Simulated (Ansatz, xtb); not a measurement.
# Cl2H2Si2: 6 structures ranked

6 gas-phase structures of Cl2H2Si2, found in a search over its isomers (lower ones may exist). Each was relaxed with GFN2-xTB; where two conformers were screened, the lower at r2SCAN-D4/def2-SVP is listed:

A. `Cl[Si][SiH2]Cl`, a singlet
B. `[SiH][SiH](Cl)Cl`, a singlet
C. a singlet given by its coordinates
D. `Cl[Si][SiH2]Cl`, a triplet
E. `[SiH][SiH](Cl)Cl`, a triplet
F. a singlet given by its coordinates

F (Å):

```xyz
6

Cl    0.4885   -1.2136   -2.3965
Cl    0.7541   -0.7562    0.7656
Si   -1.5921    1.3970   -0.9793
Si    0.3101    0.2389   -0.9662
H    -1.6350    2.4811    0.0182
H    -1.8236    2.1405   -2.2306
```

Close contacts (Å): Cl1–Si4 2.05, Cl2–Si4 2.05, Si3–Si4 2.23, Si3–H5 1.47, Si3–H6 1.47.

C (Å):

```tsv
atom	x (Å)	y (Å)	z (Å)
Cl	-2.7990	2.0972	-1.5563
Cl	1.6375	-0.6967	-0.3593
Si	-0.8417	1.7757	-1.0765
Si	-0.3152	-0.3775	-0.8650
H	-0.6818	2.6612	0.0896
H	-0.4434	-1.2104	-2.0720
```

Close contacts (Å): Cl1–Si3 2.04, Cl2–Si4 2.04, Si3–Si4 2.23, Si3–H5 1.47, Si4–H6 1.47.

Q: Make a reasoned guess at their ranking by r2SCAN-D4/def2-SVP single-point energy.

A: Calculated order at r2SCAN-D4/def2-SVP: F (0.0), C (11.7), A (17.2), B (37.4), E (56.7), D (64.6) kJ/mol. CCSD(T)/def2-TZVP after further relaxation puts A lowest instead.

Energies above the lowest of each column, in kJ/mol; the last columns are at B3LYP-D3(BJ)/def2-SVP geometries and were run for some of them only (a dash: not run or not comparable):

```
structure  GFN2-xTB  HF/STO-3G  r2SCAN-D4/def2-SVP  B3LYP-D3(BJ)/def2-SVP  CCSD(T)/def2-TZVP
        F      45.8      104.4                 0.0                   13.8                6.3
        C      34.4      100.5                11.7                   29.2                  –
        A       0.0        0.0                17.2                    0.0                0.0
        B      48.4       39.7                37.4                   18.7               13.5
        E         –       84.6                56.7                      –                  –
        D         –       55.3                64.6                      –                  –
```

CCSD(T)/def2-TZVP puts A lowest of those it was run on; r2SCAN-D4/def2-SVP picks F. CCSD(T)/def2-TZVP orders those it was run on as A (0.0), F (6.3), B (13.5) kJ/mol. Some further structures that were screened fall inside this span and aren't listed. Flexible structures stand in one conformer each, not always the lowest. Frequencies (B3LYP-D3(BJ)/def2-SVP) were run for A, B, F alone. GFN2-xTB has no spin polarisation and isn't compared across spin states. Open shells are spin-unrestricted.

Over these structures GFN2-xTB departs from r2SCAN-D4/def2-SVP by 18.7 kJ/mol on average once a common shift is removed. A GFN2-xTB relaxation took about 0.16 s and the r2SCAN-D4/def2-SVP energy about 0.82 s on a shared host (Ansatz 0.2.0, xtb 6.7.1).
